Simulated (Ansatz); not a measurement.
Relaxation of CH$_{3}$BClF (7 atoms, charge 0, multiplicity 1), to a largest force component of 0.02 eV/Å in at most 40 steps.

Computed with Ansatz 0.2.0, RKS B3LYP/6-31G*.

```xyz
7
Properties=species:S:1:pos:R:3:forces:R:3
B 0.000 0.000 0.000 0.85 0.01 0.54
C 0.000 0.000 1.600 0.00 -0.28 -0.72
H -1.000 -0.309 1.970 0.47 0.23 -0.06
H 0.768 -0.711 1.970 -0.30 0.47 0.01
H 0.232 1.020 1.970 -0.03 -0.46 -0.02
Cl 1.611 0.000 -0.930 -1.42 0.02 0.56
F -1.143 0.000 -0.660 0.43 0.02 -0.30
```

Task: Where does it end, and by what steps?

Result: The run converged. After 6 steps the energy has fallen by 0.121 eV; Cl6 moved furthest, 0.09 Å.

| step | energy less start (eV) | largest force component (eV/Å) | accepted |
| --- | --- | --- | --- |
| 0 | 0.0000 | 1.421 | yes |
| 1 | -0.0997 | 0.674 | yes |
| 2 | -0.0996 | 0.683 | no |
| 3 | -0.1177 | 0.207 | yes |
| 4 | -0.1071 | 0.706 | no |
| 5 | -0.1203 | 0.036 | yes |
| 6 | -0.1206 | 0.015 | yes |

```xyz
7
Properties=species:S:1:pos:R:3
B 0.014 -0.011 0.018
C -0.001 -0.018 1.579
H -0.987 -0.275 1.979
H 0.748 -0.702 1.993
H 0.261 0.984 1.950
Cl 1.535 0.036 -0.904
F -1.102 -0.015 -0.695
```

Whether the end is a true minimum wasn't checked by a vibrational analysis.

Run time: 20 s on 2 threads of Arm Neoverse N1 (shared host), peak memory 0.16 GiB.
